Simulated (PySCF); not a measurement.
A GIAO shielding run with PySCF 2.14 (density fitting, non-relativistic, gas phase) on `F/C=C\C[Si@@H](F)C(F)(F)F`, C4H5F5Si:

```
$ OMP_NUM_THREADS=1 python probes_run.py task.json out

{"job": {"kind": "nmr", "xc": "PBE0", "basis": "pcSseg-1"}, "charge": 0, "multiplicity": 1}
F      1.918324    -1.594134     0.157628
C      2.535604    -0.399283     0.052419
C      1.881575     0.696294    -0.275882
C      0.420113     0.796218    -0.575499
Si    -0.650887    -0.683659    -0.059370
F     -0.610429    -0.841141     1.537568
C     -2.473599    -0.071952    -0.394446
F     -2.776462     1.079383     0.239210
F     -3.407401    -0.965741    -0.025298
F     -2.691788     0.168333    -1.708141
H      3.591288    -0.472924     0.260394
H      2.451720     1.610379    -0.345478
H      0.036240     1.695079    -0.078322
H      0.307911     0.983583    -1.647882
H     -0.536623    -1.992446    -0.664468
```

Hardware: 1 thread of an Arm Neoverse V2, shared host. The job also computes population analyses, field gradients.

Problem. How large is the calculation?

Solution. 88 electrons, 202 basis functions and 1072 auxiliary functions.

Problem. How long does it take, and how much memory does it need?

Solution. 34 s of wall time, with 14 SCF cycles and 4 response iterations; peak memory 0.89 GiB. Times on a shared host scatter by some tens of per cent.
